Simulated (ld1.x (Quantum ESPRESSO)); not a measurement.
**ruthenium: variants of one TM potential**

Base potential:

Ru, norm-conserving Troullier–Martins (Kleinman–Bylander form), made with ld1.x (Quantum ESPRESSO) 7.5 (PBE, fully relativistic). Core [Ar] 3d10 4s2, reference 4p6 4d6 5s2 5p0. Waves: 5s (bound): rc 2.50 bohr; 4d (bound): rc 1.70 bohr; 4p (bound): rc 1.05 bohr. Local part: the p channel. Core correction: none.

Open shells are filled in proportion to 2j + 1 (rel_dist='average').

All-electron outer shells of the reference configuration (PBE, scalar-relativistic, ld1.x):

```tsv
shell	level (eV)	outermost node (bohr)	outermost maximum (bohr)
3d	-276.73	–	0.30
4s	-79.70	0.48	0.91
4p	-49.60	0.49	0.98
4d	-7.67	0.48	1.20
5s	-5.19	1.23	2.63
5p	-1.36	1.39	3.59
```

Cutoffs, loose and tight: the cutoffs (Ry, on a coarse ladder) from which the occupation-weighted sum of valence levels, in a spherical-Bessel basis at the reference potential, stays within 10 and 1 mRy of its value at 400 Ry. They do not see the model core or the augmentation charge, which bear on the density cutoff. Test errors are all-electron minus pseudo excitation energies from the reference, over the configurations 4p6 4d7 5s1 5p0; 4p6 4d7 5s0 5p0; 4p6 4d6 5s0 5p0; 4p6 4d7 5s0.5 5p0; 4p6 4d7.5 5s0.5 5p0; 4p6 4d8 5s0 5p0; 4p6 4d6 5s1 5p0. A dash means not determined; rows that change the core or the reference have their own tests.

A true bound ghost makes a file unfit for plane-wave use even where its test errors are small: the radial tests pick states by their node count and pass the ghost by.

Cutoffs are not given where the Bessel-basis levels miss the radial ones by over 6 mRy, ghosts where they miss by over 20 mRy; a channel whose overlap is not positive is not tested.

| change | outcome | cutoff, loose | cutoff, tight | bound ghosts | largest test error (meV) |
| --- | --- | --- | --- | --- | --- |
| base | generated, misses its reference levels by 2.31 eV | 120 Ry | 160 Ry | p1/2 (extra level of the local part), s | -100 |
| wave 5s (bound): rc 2.50 bohr becomes 5s (bound): rc 3.54 bohr | generated, misses its reference levels by 2.31 eV | 120 Ry | 160 Ry | s | +62 |
| wave 4d (bound): rc 1.70 bohr becomes 4d (bound): rc 1.16 bohr | generated, misses its reference levels by 2.31 eV | 120 Ry | 160 Ry | p1/2 (extra level of the local part), s | -101 |
| wave 4p (bound): rc 1.05 bohr becomes 4p (bound): rc 0.94 bohr | generated, misses its reference levels by 2.32 eV | 140 Ry | 260 Ry | p1/2 (extra level of the local part), s | -99 |
| reference 4p6 4d7 5s0.5 5p0 | generated, misses its reference levels by 2.28 eV | 120 Ry | 160 Ry | p1/2 (extra level of the local part), s | +67 |
| all radii scaled by about 0.76 (s 1.90, p 0.80, d 1.30 bohr) | generated, misses its reference levels by 2.41 eV | 230 Ry | over 300 Ry | s | -29 |
| core [Ar] 3d10, valence charge 16; reference 4s2 4p6 4d6 5s0 5p0; waves now 4s (bound): rc 1.70 bohr; 4d (bound): rc 1.90 bohr; 4p (bound): rc 1.55 bohr | generated, misses its reference levels by 2.31 eV | – | – | not determined | +1065 |
